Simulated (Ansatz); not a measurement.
The first iterations of a band of a periodic cell of 17 atoms, Si16O (host Si, host structure diamond, interstitial O).

Method: DFT PBE, scalar-relativistic, plane waves, PAW (Ansatz 0.2.0). Settings: PAW set soft_1, cutoff 420 eV, k mesh 2x2x2, gaussian smearing 0.05 eV, spin collinear.

```json
{"movable images": "3", "climbing image": "yes", "spring": "5.0 eV/Å²", "optimiser": "quadratic models (default)", "start path": "default", "force threshold": "0.05 eV/Å", "iteration limit": "8", "end points": "relaxed"}
```

Image 0:

```xyz
17
Lattice="0.0000 5.4300 5.4300 5.4300 0.0000 5.4300 5.4300 5.4300 0.0000" Properties=species:S:1:pos:R:3
Si 0.002 0.024 0.019
Si 1.429 1.096 1.594
Si 2.735 2.412 0.187
Si 3.818 4.200 1.185
Si 2.835 -0.239 2.887
Si 4.089 1.370 4.057
Si 5.155 2.796 2.477
Si 6.485 4.093 3.880
Si 0.070 2.641 2.743
Si 1.343 4.078 4.095
Si 2.612 5.508 2.729
Si 4.089 6.763 4.080
Si 2.716 2.707 5.417
Si 4.144 3.975 6.785
Si 5.419 5.435 5.436
Si 6.710 6.865 6.770
O 6.789 2.696 4.729
```

Image 4:

```xyz
17
Lattice="0.0000 5.4300 5.4300 5.4300 0.0000 5.4300 5.4300 5.4300 0.0000" Properties=species:S:1:pos:R:3
Si 0.071 -0.027 0.075
Si 1.430 1.121 1.621
Si 2.735 2.528 0.305
Si 4.088 4.068 1.382
Si 2.830 -0.178 2.956
Si 4.138 1.356 4.171
Si 5.410 2.705 2.709
Si 6.478 4.258 4.054
Si 0.004 2.697 2.691
Si 1.344 4.053 4.066
Si 2.613 5.421 2.639
Si 3.819 6.965 3.945
Si 2.712 2.727 5.438
Si 4.086 4.086 6.776
Si 5.151 5.666 5.349
Si 6.705 6.803 6.711
O 6.782 3.409 5.451
```

| iteration | highest image above the first end (eV) | largest band force component (eV/Å) |
| --- | --- | --- |
| 1 | 0.088 | 1.023 |
| 2 | 0.052 | 0.724 |

Task: Does the band converge within its limit, and where does its top end?

Result: The run converged. It ended after 6 iterations with the highest image 0.011 eV above the first end. The order of the stationary point at the top wasn't checked. Limits of this set-up: coarse k mesh.

Run time: 85 s on 2 threads of Arm Neoverse V2, with other jobs on the host, peak memory 1.2 GiB.
